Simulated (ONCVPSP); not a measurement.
Ru: one change to an ONCV potential, before and after

- Element: ruthenium
- Generator: ONCVPSP 4.0.1
- Type: optimised norm-conserving Vanderbilt (ONCV)
- Functional: LDA (Perdew-Wang 92)
- Relativity: scalar-relativistic
- Frozen core: [Ar] 3d10
- Valence charge: 16
- Reference configuration: 4s2 4p6 4d7 5s1
- Partial waves: 4s+5s: rc 1.75 bohr, ncon 3, nbas 7, qcut 7.1 1/bohr, 2 projectors; 4p: rc 1.20 bohr, ncon 4, nbas 8, qcut 6.7 1/bohr, 3 projectors, debl 3.2 Ha; 4d: rc 2.35 bohr, ncon 4, nbas 9, qcut 5.6 1/bohr, 1 projector
- Local potential: polynomial inside 0.90 bohr (lpopt 5, dvloc0 2 Ha)
- Core correction: Teter function, fcfact 3, rcfact 1.35

All-electron outer shells of the reference configuration (LDA (PZ), scalar-relativistic, ld1.x):

```json
{"shell": "3d", "level (eV)": "-273.50", "outermost node (bohr)": "–", "outermost maximum (bohr)": "0.30"}
{"shell": "4s", "level (eV)": "-76.44", "outermost node (bohr)": "0.48", "outermost maximum (bohr)": "0.91"}
{"shell": "4p", "level (eV)": "-46.53", "outermost node (bohr)": "0.49", "outermost maximum (bohr)": "0.98"}
{"shell": "4d", "level (eV)": "-5.40", "outermost node (bohr)": "0.48", "outermost maximum (bohr)": "1.21"}
{"shell": "5s", "level (eV)": "-4.52", "outermost node (bohr)": "1.24", "outermost maximum (bohr)": "2.73"}
```

Change: local potential polynomial inside 1.10 bohr (lpopt 3, dvloc0 0 Ha).

Cutoffs: the cutoffs (Ha) at which the residual kinetic energy of the hardest occupied pseudo-wave falls to 1 and 0.1 mHa per electron; they do not see the model core or the augmentation charge, which bear on the density cutoff. Errors are all-electron minus pseudo energies relative to the spin-unpolarised reference configuration.

Question: Predict the effect on cutoff, ghosts and configuration errors.

Answer: The potential gets neither clearly harder nor softer (79 Ha and 140 Ha → 79 Ha and 140 Ha); the errors of the 4 common tests hardly move; the range in which the s phases agree widens (upper end 2.3 → at the end of the scan); neither file shows a bound ghost.

| quantity | base | changed |
| --- | --- | --- |
| cutoff, loose | 79 Ha | 79 Ha |
| cutoff, tight | 140 Ha | 140 Ha |
| bound ghosts | none | none |
| GHOST(+) flags under 300 eV | s at 71.3 eV | none |
| error for 4s2 4p6 4d7 5s0, meV [ΔE 7.61 eV] | +0.8 | +0.8 |
| error for 4s2 4p6 4d6 5s0, meV [ΔE 26.04 eV] | -11 | -11 |
| error for 4s2 4p6 4d5 5s0, meV [ΔE 56.89 eV] | +47 | +46 |
| error for 4s2 4p6 4d7.5 5s0.5, meV [ΔE -0.28 eV] | +1.7 | +1.6 |
| s: phases at 1.77 bohr within 0.05 rad from the reference energy up to (Ha; the scan ends near 5) | 2.3 | to the end of the scan |
| p: phases at 1.22 bohr within 0.05 rad from the reference energy up to (Ha; the scan ends near 5) | to the end of the scan | to the end of the scan |
| d: phases at 2.39 bohr within 0.05 rad from the reference energy up to (Ha; the scan ends near 5) | 0.7 | 0.7 |
| rms error of d²Exc/dni dnj with the model core, mHa | 1.23 | 1.23 |
